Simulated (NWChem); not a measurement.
Ionisation of ammonium (H₄N (+1))

SMILES: [NH4+]
```xyz
5

N      0.0000     0.0000     0.0000
H      0.8428     0.0000     0.5960
H     -0.8428     0.0000     0.5960
H      0.0000     0.8428    -0.5960
H      0.0000    -0.8428    -0.5960
```
Charge +1, spin multiplicity 1.

Program: NWChem. All single points use one geometry, from B3LYP/def2-SVP, a minimum by its harmonic frequencies.

Basis set: def2-TZVP. −ε marks an orbital energy of the parent.

B3LYP has NWChem's definition, with VWN1-RPA local correlation.

**Question.** Order these methods by the first vertical ionisation energy they give, lowest first: −ε(HOMO) of HF, −ε(HOMO) of PBE, −ε(HOMO) of PBE0, −ε(HOMO) of BP86.

**Answer.** −ε(HOMO) of PBE (20.92 eV), −ε(HOMO) of BP86 (21.01 eV), −ε(HOMO) of PBE0 (22.68 eV), −ε(HOMO) of HF (27.05 eV)
